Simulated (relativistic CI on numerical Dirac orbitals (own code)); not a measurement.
## Slater and spin-orbit integrals, Er⁵³⁺

These numbers are calculated, not measured: Dirac-Coulomb-Breit CI, separate exchange-only KLI orbitals for each configuration, a model potential for QED, unscaled Slater integrals (own radial code, finite nucleus).

Slater integrals F^k, G^k are unscaled and averaged over j, outside the closed core [Ne]; ζ comes from projecting the Hamiltonian with its Breit term on Σ l·s of the shell.

- 3s2.3p3: F^2(3p,3p) = 486370, ζ(3p) = 1.2837e+06 cm⁻¹; <r>(3p) = 0.2014, <r^2>(3p) = 0.04693 (bohr units).
- 3s.3p4: F^2(3p,3p) = 486160, G^1(3s,3p) = 615650, ζ(3p) = 1.2834e+06 cm⁻¹; <r>(3s) = 0.2064, <r^2>(3s) = 0.04865, <r>(3p) = 0.2014, <r^2>(3p) = 0.04697 (bohr units).
- 3s2.3p2.3d: F^2(3p,3p) = 486030, ζ(3p) = 1.2826e+06, F^2(3p,3d) = 490480, G^1(3p,3d) = 507150, G^3(3p,3d) = 343380, ζ(3d) = 174850 cm⁻¹; <r>(3p) = 0.2015, <r^2>(3p) = 0.047, <r>(3d) = 0.1781, <r^2>(3d) = 0.03654 (bohr units).

Averages of the first 10 configurations, taken without configuration mixing, which lowers the lowest level and can move excited configurations by several eV; other configurations of the list can lie among them:

| Configuration | Parity | States | Average energy above the lowest level (eV) |
| --- | --- | --- | --- |
| 3s2.3p3 | odd | 20 | 243.3 |
| 3s.3p4 | even | 30 | 568.9 |
| 3s2.3p2.3d | even | 150 | 567.5 |
| 3p5 | odd | 6 | 915.6 |
| 3s.3p3.3d | odd | 400 | 884.0 |
| 3p4.3d | even | 150 | 1221.7 |
| 3s.3p2.3d2 | even | 1350 | 1207.3 |
| 3s2.3p.3d.4p | even | 360 | 2892.8 |
| 3p4.4s | even | 30 | 3096.8 |
| 3s.3p2.3d.4s | even | 600 | 3070.1 |
